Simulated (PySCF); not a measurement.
C₆ coefficients of unlike pairs at PBE

Calculated with PySCF 2.14 from the dipole response of each species, C₆(A,B) = (3/π) ∫ α_A(iu) α_B(iu) du, in atomic units, from isotropic polarisabilities. For ions this is the dispersion term alone; charge-induced terms of lower order in 1/R come first.

| species | configuration | basis | relativity | α (bohr³) | C₆ (like pair) |
| --- | --- | --- | --- | --- | --- |
| Sc²⁺ | [Ar] 3d1 (2D) | x2c-QZVPPall with one added diffuse shell each of s, p, d, f, g type (12s8p6d4f3g) | spin-free X2C | 5.197 | 15.07 |
| Sc | [Ar] 3d1 4s2 (2D) | def2-QZVPPD (11s6p5d3f2g) | none | 125.8 | 1535 |
| P³⁺ | [Ne] 3s2 (1S) | dyall-acv3z (19s12p6d4f) | none | 6.687 | 16.84 |
| Ca⁺ | [Ar] 4s1 (2S) | aug-cc-pVDZ-X2C (6s5p3d) | spin-free X2C | 82.28 | 609.0 |

Estimate C₆ for Ca⁺ with P³⁺.

The integral gives 83.54. The combination rule 2 C_A C_B / (C_A α_B/α_A + C_B α_A/α_B) gives 79.90 and the geometric mean 101.3.

No spin-orbit coupling is included.

The other pairs:

```
     pair     C₆
 Sc, Sc²⁺  110.7
  P³⁺, Sc  134.8
  Ca⁺, Sc  965.8
Ca⁺, Sc²⁺  68.93
P³⁺, Sc²⁺  15.21
```
